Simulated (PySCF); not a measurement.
Input file for PySCF: R-M06-2X/def2-TZVPP on CH4OPb (SMILES C[O][PbH]), a point of a torsion scan. Elements past Kr take the def2 small-core potentials; no spin–orbit coupling.

```python
from pyscf import gto, dft

mol = gto.M(
    atom='''
    C    -0.97738564   -0.22448323    0.05615311
    O     0.13766006    0.56516660   -0.10156512
    Pb    2.05462411    1.29456914   -0.02950395
    H    -0.75883887   -1.28505092   -0.13628254
    H    -1.76334178    0.09359686   -0.64212935
    H    -1.37335313   -0.12915271    1.07732834
    H     2.96673606   -0.09005036   -0.91098817
    ''',
    basis='def2-tzvpp',
    ecp={'Pb': 'def2-tzvpp'},
    charge=0, spin=0, verbose=4, max_memory=1800)
mf = dft.RKS(mol, xc='m062x').density_fit(auxbasis='def2-universal-jkfit')
mf.grids.level = 4
mf.conv_tol = 1e-9
mf.max_cycle = 150
mf.kernel()
mf.dip_moment()
```

Output:

```
PySCF version 2.14.0

[INPUT] verbose = 4
[INPUT] num. atoms = 7
[INPUT] num. electrons = 40
[INPUT] charge = 0
[INPUT] spin (= nelec alpha-beta = 2S) = 0
[INPUT] symmetry False subgroup None
[INPUT] Mole.unit = angstrom
[INPUT] Symbol           X                Y                Z      unit          X                Y                Z       unit  Magmom
[INPUT]  1 C     -0.977385640000  -0.224483230000   0.056153110000 AA   -1.846991177683  -0.424211824258   0.106113998943 Bohr   0.0
[INPUT]  2 O      0.137660060000   0.565166600000  -0.101565120000 AA    0.260139811691   1.068010088752  -0.191930260609 Bohr   0.0
[INPUT]  3 Pb     2.054624110000   1.294569140000  -0.029503950000 AA    3.882676856828   2.446381123914  -0.055754385093 Bohr   0.0
[INPUT]  4 H     -0.758838870000  -1.285050920000  -0.136282540000 AA   -1.433997636974  -2.428394294920  -0.257536676160 Bohr   0.0
[INPUT]  5 H     -1.763341780000   0.093596860000  -0.642129350000 AA   -3.332233028203   0.176872431519  -1.213448608045 Bohr   0.0
[INPUT]  6 H     -1.373353130000  -0.129152710000   1.077328340000 AA   -2.595261288014  -0.244063250145   2.035855508832 Bohr   0.0
[INPUT]  7 H      2.966736060000  -0.090050360000  -0.910988170000 AA    5.606318637271  -0.170170517818  -1.721518144019 Bohr   0.0

nuclear repulsion = 117.885755529333
number of shells = 62
number of NR pGTOs = 247
number of NR cGTOs = 168
basis = def2-tzvpp
ecp = {'Pb': 'def2-tzvpp'}


******** <class 'pyscf.df.df_jk.DFRKS'> ********
method = DFRKS
initial guess = minao
damping factor = 0
level_shift factor = 0
DIIS = <class 'pyscf.scf.diis.CDIIS'>
diis_start_cycle = 1
diis_space = 8
diis_damp = 0
SCF conv_tol = 1e-09
SCF conv_tol_grad = None
SCF max_cycles = 150
direct_scf = False
XC library pyscf.dft.libxc version 7.1.2
    S. Lehtola, C. Steigemann, M. J. T. Oliveira, and M. A. L. Marques,  SoftwareX 7, 1–5 (2018)
XC functionals = m062x
    Y. Zhao and D. G. Truhlar,  Theor. Chem. Acc. 120, 215 (2008)
    Y. Zhao and D. G. Truhlar,  Theor. Chem. Acc. 120, 215 (2008)
radial grids:
    Treutler-Ahlrichs [JCP 102, 346 (1995); DOI:10.1063/1.469408] (M4) radial grids

becke partition: Becke, JCP 88, 2547 (1988); DOI:10.1063/1.454033
pruning grids: <function nwchem_prune>
grids dens level: 4
symmetrized grids: False
atomic radii adjust function: <function treutler_atomic_radii_adjust>
small_rho_cutoff = 0
Set gradient conv threshold to 3.16228e-05
Initial guess from minao.
tot grids = 153040
******** <class 'pyscf.df.df.DF'> ********
auxbasis = def2-universal-jkfit
init E= -276.325418343541
  HOMO = -0.582007282207861  LUMO = -0.550992512665164  gap/eV = 0.84395
cycle= 1 E= -307.399034948051  delta_E= -31.1  |g|= 2.09  |ddm|= 10.5
  HOMO = -0.057349479994226  LUMO = -0.0140350401664975  gap/eV = 1.17865
cycle= 2 E= -307.598481968536  delta_E= -0.199  |g|= 2.12  |ddm|= 6.15
  HOMO = -0.248742244288213  LUMO = -0.0440233123109159  gap/eV = 5.57069
cycle= 3 E= -308.429131119437  delta_E= -0.831  |g|= 0.286  |ddm|= 2.83
  HOMO = -0.262489129863567  LUMO = -0.0614717562418861  gap/eV = 5.46996
cycle= 4 E= -308.431537699459  delta_E= -0.00241  |g|= 0.293  |ddm|= 0.397
  HOMO = -0.280342532571073  LUMO = -0.0624218301261017  gap/eV = 5.92992
cycle= 5 E= -308.446023939889  delta_E= -0.0145  |g|= 0.0416  |ddm|= 0.189
  HOMO = -0.277530223545625  LUMO = -0.0598705431268094  gap/eV = 5.92282
cycle= 6 E= -308.446403192716  delta_E= -0.000379  |g|= 0.0108  |ddm|= 0.0387
  HOMO = -0.277268528935522  LUMO = -0.0591430734042611  gap/eV = 5.93550
cycle= 7 E= -308.446451396436  delta_E= -4.82e-05  |g|= 0.00285  |ddm|= 0.0178
  HOMO = -0.27723546567017  LUMO = -0.0593600392770455  gap/eV = 5.92869
cycle= 8 E= -308.44645582158  delta_E= -4.43e-06  |g|= 0.000811  |ddm|= 0.00671
  HOMO = -0.277242082548856  LUMO = -0.0593951699525057  gap/eV = 5.92792
cycle= 9 E= -308.446456167568  delta_E= -3.46e-07  |g|= 0.000412  |ddm|= 0.00182
  HOMO = -0.277244668039142  LUMO = -0.0594059595307179  gap/eV = 5.92769
cycle= 10 E= -308.446456228966  delta_E= -6.14e-08  |g|= 7.67e-05  |ddm|= 0.000679
  HOMO = -0.277238940521059  LUMO = -0.0594065045138663  gap/eV = 5.92752
cycle= 11 E= -308.446456235187  delta_E= -6.22e-09  |g|= 3.18e-05  |ddm|= 0.000243
  HOMO = -0.277239894167259  LUMO = -0.0594080538689461  gap/eV = 5.92751
cycle= 12 E= -308.446456236  delta_E= -8.13e-10  |g|= 1.24e-05  |ddm|= 8.34e-05
  HOMO = -0.277239602652696  LUMO = -0.0594077749660258  gap/eV = 5.92751
Extra cycle  E= -308.446456236113  delta_E= -1.13e-10  |g|= 8.21e-06  |ddm|= 2.73e-05
converged SCF energy = -308.446456236113
Dipole moment(X, Y, Z, Debye):  1.31541,  1.42581,  0.91358
```

Self-consistency was reached.

Cost: around 50 core-seconds (rough).
